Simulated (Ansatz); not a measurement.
Bond stretch in Al₂, triplet.

Calculation: full CI/aug-cc-pVDZ, frozen core in Ansatz (a first-principles code).

Relative to R = 2.81 Å, what are the energies at R = 3.15, 4.17, 5.43, 6.04 Å?

6.2 mEh at 3.15 Å, 31.4 mEh at 4.17 Å, 42.9 mEh at 5.43 Å, 44.5 mEh at 6.04 Å.

The scan ran from 2.15 to 8.36 Å; beyond the distances shown full CI changes its symmetry label.
